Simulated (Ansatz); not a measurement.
A structure relaxed at PBE0-D4/def2-TZVP, charge 0, multiplicity 1:

```xyz
13

C     1.0874   -0.0828   -1.4003
Al   -0.1086    0.5824   -0.0005
C     0.4016    0.6585    1.8830
F    -1.2846    1.6698   -0.5037
S    -1.8813   -1.3301    0.0346
H     1.5695   -1.0247   -1.1176
H     0.5724   -0.2410   -2.3528
H     1.8935    0.6334   -1.5938
H     1.1381    1.4502    2.0581
H     0.8594   -0.2770    2.2209
H    -0.4517    0.8662    2.5350
H    -2.5460   -0.7287   -0.9668
H    -1.2496   -2.1763   -0.7962
```

**Question.** Give its formula and SMILES.

**Answer.** C2H8AlFS, `[CH3][Al-]([CH3])([F])[SH2+]`.

**Question.** Point group (tolerance 0.08 Å, 0.16 Å for H)?

**Answer.** C1.

**Question.** Summarise the bond lengths by kind.

**Answer.** 2 × Al–C 1.953 to 1.958 Å; 6 × C–H 1.094 to 1.096 Å; 1 × Al–F 1.679 Å; 1 × Al–S 2.608 Å; 2 × H–S 1.344 Å.

All numbers were calculated with Ansatz.
